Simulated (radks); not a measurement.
All-electron atom: P10+ in [He] 2s2 2p1.

Method: non-relativistic Kohn-Sham, Wu-Cohen GGA, spin-polarised, spherical densities, point nucleus; open shells are filled with parallel spins first; computed with a radial shooting solver on a logarithmic mesh with Libxc functionals.

Energy parts (hartree):
total: -275.85856
kinetic: 275.72356
electron-nucleus: -583.31680
Hartree: 44.82276
exchange-correlation: -13.08807

Orbitals (lengths in bohr, moments of r in powers of bohr):
| orbital | occ. | eigenvalue (hartree) | <r^2> | <r^4> | <1/r> |
|---|---|---|---|---|---|
| 1s up | 1 | -91.46473 | 0.01439 | 0.0005293 | 14.60 |
| 1s down | 1 | -91.33748 | 0.01434 | 0.0005257 | 14.62 |
| 2s up | 1 | -17.83586 | 0.2417 | 0.09812 | 3.254 |
| 2s down | 1 | -17.59415 | 0.2445 | 0.1006 | 3.229 |
| 2p up | 1 | -16.61431 | 0.1909 | 0.07029 | 3.189 |
| 2p down | 0 | -16.32490 | 0.1941 | 0.07290 | 3.169 |
| 3s up | 0 | -6.96887 | 1.376 | 2.748 | 1.329 |
| 3s down | 0 | -6.90763 | 1.393 | 2.818 | 1.321 |
| 3p up | 0 | -6.59794 | 1.310 | 2.582 | 1.302 |
| 3p down | 0 | -6.52956 | 1.331 | 2.665 | 1.294 |

The highest occupied level is 2p up at -452.10 eV. The spin density at the nucleus is -0.440 e/bohr^3 (1s -2.239, 2s 1.800), a Fermi contact field of -23.1 T. The density falls to 0.001 e/bohr^3 at r = 1.27 bohr. For comparison, the ionisation energy in NIST's Atomic Spectra Database is 479.44 eV (semi-empirical). In exact Kohn-Sham theory the highest level is minus the ionisation energy, but local and semilocal functionals leave it too shallow, through self-interaction and a potential that decays too fast; potentials with the right tail come closer. Summed over all electrons, <r^2> = 0.7059 bohr^2, which gives a Langevin (diamagnetic) susceptibility term of -0.559 x 10^-6 cm^3/mol.
